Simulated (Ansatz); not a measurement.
`[Cl][Hf]([Cl])([I])[I]` + HCl → `[Cl][Hf]([Cl])([Cl])[I]` + HI at 298.15 K and 1 bar (ligand exchange at the Hf–I bond).

Calculated with Ansatz (gas phase, PBE0-D4/def2-TZVP geometries, no zero-point term in ΔE). CCSD(T)/CBS adds triple-zeta CCSD(T) − MP2 to the extrapolated MP2 energy (def2 sets, frozen cores). This one scheme is used for every species. Elements past krypton have def2 core potentials. For Hf, I outer-core shells are correlated without core-valence functions, which leaves a few kJ/mol of doubt a bond.

```
                  species  CCSD(T)/CBS energy (Eh)  H − E (kJ/mol)  S (J/(mol·K))
 `[Cl][Hf]([Cl])([I])[I]`              -1562.63096            34.2          428.8
                      HCl               -460.38127            26.6          186.8
`[Cl][Hf]([Cl])([Cl])[I]`              -1724.97910            34.7          406.1
                       HI               -298.03592            22.7          206.5
```

H − E and S are ideal-gas, rigid-rotor, harmonic terms from PBE0-D4/def2-TZVP. 1 Eh = 2625.50 kJ/mol, R = 8.31446 J/(mol·K).

**Question.** By hand: ΔE, ΔH, ΔS and ΔG.

**Answer.** ΔE = (-1724.97910) + (-298.03592) − (-1562.63096) − (-460.38127) = -0.00279 Eh = -7.3 kJ/mol. Δ(H − E) = 34.7 + 22.7 − 34.2 − 26.6 = -3.4, so ΔH = -10.7 kJ/mol. ΔS = 406.1 + 206.5 − 428.8 − 186.8 = -3.0 J/(mol·K). ΔG = -10.7 − 298.15 × (-3.0)/1000 = -9.8 kJ/mol.

**Question.** By hand: the equilibrium constant, and the temperature at which ΔG would vanish if ΔH and ΔS stayed fixed.

**Answer.** log₁₀ K = −ΔG/(RT ln 10) = 1.7. ΔG = 0 at ΔH/ΔS = 3567 K, far beyond where these terms or the molecules hold.

The number of gas molecules stays the same, so ΔS is small and ΔH decides. A doubt of 5 kJ/mol in ΔE shifts log₁₀ K by 0.9 here. Modes under 60 cm⁻¹, often nearly free rotors, make the harmonic entropy too high. These are equilibria of isolated gas molecules and say nothing of rates. Largest T1 diagnostic: 0.013 (customary marks: 0.02 for closed shells, 0.045 for open ones).
